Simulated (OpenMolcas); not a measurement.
**Mn3+ in a point-charge field**

Mn3+ among 6 point charges of -1.5 e arranged as a trigonal antiprism (D3d), 1.68 Å from the ion, with a polar angle of 63.5° against the regular 54.74°.
```
   0.0000    1.5034    0.7498  -1.50
  -1.3020   -0.7517    0.7498  -1.50
   1.3020   -0.7517    0.7498  -1.50
   0.0000   -1.5034   -0.7498  -1.50
   1.3020    0.7517   -0.7498  -1.50
  -1.3020    0.7517   -0.7498  -1.50
```

```yaml
Program: OpenMolcas 26.06
Method: CASSCF
Basis: ANO-RCC-VDZP [5s4p2d1f]
Scalar_Hamiltonian: DKH2, point nucleus
Active_space: 4 electrons in 5 orbitals (3d)
State_averaging: 2S+1 = 5 even, 5 roots; 2S+1 = 3 even, 45 roots; 2S+1 = 1 even, 50 roots
Spin-orbit_coupling: state interaction with AMFI integrals over the reference wave functions
```

The lowest spin-free states (labels of D3, the rotations of D3d), above the lowest:

| State | Degeneracy | E (cm-1) | Free-ion L (%) |
| --- | --- | --- | --- |
| 5E | 2 | 0.0 | D (100) |
| 5E | 2 | 8117 | D (100) |
| 5A1 | 1 | 12177 | D (100) |
| 3A2 | 1 | 18361 | H (50) |
| 3E | 2 | 20920 | H (61) |
| 3A1 | 1 | 22868 | H (39) |
| 3E | 2 | 24316 | H (45) |
| 3E | 2 | 24608 | H (85) |
| 3A2 | 1 | 26579 | P (58) |
| 3E | 2 | 27002 | H (47) |
| 3A2 | 1 | 27542 | H (66) |
| 3A2 | 1 | 29637 | F (73) |
| 3A1 | 1 | 30467 | G (62) |
| 3E | 2 | 30565 | F (33) |
| 1E | 2 | 31859 | G (47) |
| 1E | 2 | 32167 | I (77) |
| 1A1 | 1 | 32171 | I (76) |
| 3E | 2 | 33133 | H (42) |
| 3A1 | 1 | 33198 | H (49) |
| 3E | 2 | 33648 | G (48) |

The lowest levels with spin-orbit coupling:

| E (cm-1) | Degeneracy | Label | 2S+1 | g |
| --- | --- | --- | --- | --- |
| 0.0 | 1 | A1 | 5 |  |
| 0.1 | 1 | A2 | 5 |  |
| 159.7 | 2 | E | 5 | 0.00 0.00 0.84 |
| 317.0 | 2 | E | 5 | 0.00 0.00 3.11 |
| 469.4 | 1 | A1 | 5 |  |
| 474.3 | 1 | A2 | 5 |  |
| 624.2 | 2 | E | 5 | 0.00 0.00 11.00 |
| 8322 | 2 | E | 5 | 0.00 0.00 6.86 |
| 8351 | 1 | A1 | 5 |  |
| 8393 | 1 | A2 | 5 |  |
| 8430 | 2 | E | 5 | 0.00 0.00 1.26 |
| 8489 | 2 | E | 5 | 0.00 0.00 5.17 |
| 8558 | 2 |  | 5 | 0.00 0.00 9.22 |
| 12511 | 2 | E | 5 | 0.00 0.00 8.00 |
| 12521 | 2 | E | 5 | 0.00 0.00 4.00 |
| 12525 | 1 | A1 | 5 |  |
| 18650 | 2 | E | 3 | 0.00 0.00 3.31 |
| 18658 | 1 | A1 | 3 |  |
| 21193 | 2 | E | 3 | 0.00 0.00 3.27 |
| 21227 | 1 | A1 | 3 |  |

Powder χT (cm3 K/mol): 0.735 at 2 K, 0.804 at 10 K, 1.14 at 50 K, 1.46 at 100 K, 1.92 at 200 K, 2.23 at 300 K. The effective moment at 300 K is 2.828 √(χT) = 4.22 μB.

The lowest level has 2S+1 = 5, for which the spin-only value is χT = S(S+1) / 2 = 3.000 cm3 K/mol (g = 2). The computed 2.230 at 300 K differs by -0.770, through orbital momentum, spin-orbit coupling and any other state in reach.

An orbital doublet at a regular site is open to a Jahn-Teller distortion, which this geometry leaves out. Without dynamic correlation the repulsion within the d shell is too large (B by tens of per cent), so at a given field states of lower spin stand too high. Point charges carry no covalency, so the field is a model and not that of real ligands. No measured value stands beside these numbers.

With an even number of electrons the g values are those of a degenerate or nearly degenerate non-Kramers pair.
